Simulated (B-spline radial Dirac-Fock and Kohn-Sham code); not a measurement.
**Ionisation of each subshell: Hf²³⁺**

System: Hf²³⁺, configuration [Kr] 4d10 4f3; nuclear rms radius 5.347 fm (A = 180).

The computed values come from an atomic code on a B-spline grid: ΔSCF Dirac-Fock with Breit, self-energy and vacuum polarisation, finite nucleus, configuration average. Electron correlation is not included. Energies are counted from the vacuum level.

All terms are in eV, carry their sign (relaxation lowers the binding energy) and add up to the binding energy; ⟨r⟩ is the mean radius of the orbital in the initial state.

```csv
subshell,−ε (Koopmans),relaxation,Breit,QED,binding energy,⟨r⟩ (bohr)
K (1s),66447.8,-69.29,-209.42,-109.40,66059.7,0.019
L1 (2s),12075.8,-34.09,-23.32,-15.74,12002.6,0.080
L2 (2p1/2),11538.8,-38.55,-38.52,0.15,11461.9,0.066
L3 (2p3/2),10345.2,-35.64,-23.72,-1.45,10284.4,0.074
M1 (3s),3354.0,-12.60,-4.30,-3.62,3333.4,0.207
M2 (3p1/2),3117.0,-13.50,-7.27,-0.04,3096.2,0.198
M3 (3p3/2),2856.1,-12.30,-4.18,-0.36,2839.2,0.211
M4 (3d3/2),2461.0,-14.60,-3.13,0.29,2443.5,0.186
M5 (3d5/2),2404.9,-14.14,-2.01,0.14,2388.9,0.190
N1 (4s),1217.6,-2.46,-1.07,-0.96,1213.1,0.450
N2 (4p1/2),1116.8,-2.48,-1.77,-0.01,1112.5,0.452
N3 (4p3/2),1048.9,-2.15,-0.97,-0.09,1045.7,0.477
N4 (4d3/2),880.5,-2.22,-0.63,0.07,877.7,0.480
N5 (4d5/2),867.0,-2.09,-0.35,0.03,864.6,0.488
"N6,7 (4f)",671.6,-2.20,0.06,0.04,669.5,0.481
```

For the deepest level, K (1s), the Breit terms make up -0.317 % of the binding energy, QED -0.166 % and orbital relaxation -0.105 %.

Spin-orbit splittings: 2p 1177.4 eV, 3p 257.0 eV, 3d 54.66 eV, 4p 66.83 eV, 4d 13.11 eV.

Going to the tabulated ground configuration of the next ion removes an electron from N6,7 (4f), computed at 669.5 eV. NIST lists 690 ± 30 eV as the ionisation energy of this species (theoretical), +20.46 eV from the computed value, within the stated uncertainty.
